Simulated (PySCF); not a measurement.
C9H6N4, SMILES C12N=CN=C3N1C(C=CC=2)=NC=C3. Heavy atoms are numbered as in [CH:1]1=[CH:2][C:3]2=[N:4][CH:5]=[CH:6][C:7]3=[N:8][CH:9]=[N:10][C:11](=[CH:12]1)[N:13]23. Hydrogens are named by the atom that carries them.

The structure is a stationary point at B3LYP-D3(BJ)/def2-SVP.

The numbers are results of HF/def2-SVP run with PySCF, not measurements.

ESP charges are fitted to the potential on shells at 1.4 to 2.0 van der Waals radii. Atomic charges (e), one atom of each kind:

```json
[
 {"atom": "C1 (CH)", "Löwdin": "0.08", "Mulliken": "0.15", "IAO": "-0.03", "ESP fit": "0.40"},
 {"atom": "C2 (CH)", "Löwdin": "-0.12", "Mulliken": "-0.17", "IAO": "…", "ESP fit": "-0.93"},
 {"atom": "C3", "Löwdin": "0.17", "Mulliken": "0.43", "IAO": "…", "ESP fit": "1.27"},
 {"atom": "N4", "Löwdin": "-0.23", "Mulliken": "-0.41", "IAO": "…", "ESP fit": "-0.95"},
 {"atom": "C5 (CH)", "Löwdin": "0.14", "Mulliken": "0.26", "IAO": "0.13", "ESP fit": "0.68"},
 {"atom": "C6 (CH)", "Löwdin": "-0.17", "Mulliken": "-0.23", "IAO": "-0.31", "ESP fit": "-1.15"},
 {"atom": "C7", "Löwdin": "0.19", "Mulliken": "0.45", "IAO": "0.36", "ESP fit": "1.39"},
 {"atom": "N8", "Löwdin": "-0.26", "Mulliken": "-0.44", "IAO": "…", "ESP fit": "-1.01"},
 {"atom": "C9 (CH)", "Löwdin": "0.18", "Mulliken": "0.35", "IAO": "…", "ESP fit": "0.79"},
 {"atom": "N10", "Löwdin": "-0.25", "Mulliken": "-0.42", "IAO": "…", "ESP fit": "-1.00"},
 {"atom": "C11", "Löwdin": "0.16", "Mulliken": "0.44", "IAO": "0.33", "ESP fit": "1.23"},
 {"atom": "C12 (CH)", "Löwdin": "-0.13", "Mulliken": "-0.19", "IAO": "-0.26", "ESP fit": "-0.91"},
 {"atom": "N13", "Löwdin": "-0.01", "Mulliken": "-0.61", "IAO": "-0.15", "ESP fit": "-1.00"},
 {"atom": "H on C1", "Löwdin": "0.04", "Mulliken": "0.07", "IAO": "…", "ESP fit": "0.13"},
 {"atom": "H on C2", "Löwdin": "0.04", "Mulliken": "0.06", "IAO": "0.16", "ESP fit": "0.29"},
 {"atom": "H on C5", "Löwdin": "0.04", "Mulliken": "0.07", "IAO": "…", "ESP fit": "0.08"},
 {"atom": "H on C6", "Löwdin": "0.04", "Mulliken": "0.07", "IAO": "0.16", "ESP fit": "0.33"},
 {"atom": "H on C9", "Löwdin": "0.03", "Mulliken": "0.07", "IAO": "…", "ESP fit": "0.07"},
 {"atom": "H on C12", "Löwdin": "0.04", "Mulliken": "0.06", "IAO": "0.16", "ESP fit": "0.29"}
]
```

Task: Complete the blanks. (Estimate from the structure and the level; the computed values follow.)

Result: 
- C2 (CH), IAO: -0.25
- C3, IAO: 0.33
- N4, IAO: -0.43
- N8, IAO: -0.48
- C9 (CH), IAO: 0.26
- N10, IAO: -0.46
- H on C1, IAO: 0.16
- H on C5, IAO: 0.15
- H on C9, IAO: 0.16

Computed Mayer and Wiberg (Löwdin basis) orders of the bonds:
```tsv
bond	Mayer	Wiberg
C1–C2	1.46	1.52
C2–C3	1.32	1.33
C3–N4	1.47	1.51
N4–C5	1.43	1.56
C5–C6	1.40	1.48
C6–C7	1.34	1.35
C7–N8	1.48	1.52
N8–C9	1.37	1.53
C9–N10	1.52	1.68
N10–C11	1.34	1.40
C1–C12	1.31	1.39
C11–C12	1.48	1.45
C3–N13	1.00	1.18
C7–N13	0.98	1.17
C11–N13	0.97	1.17
```
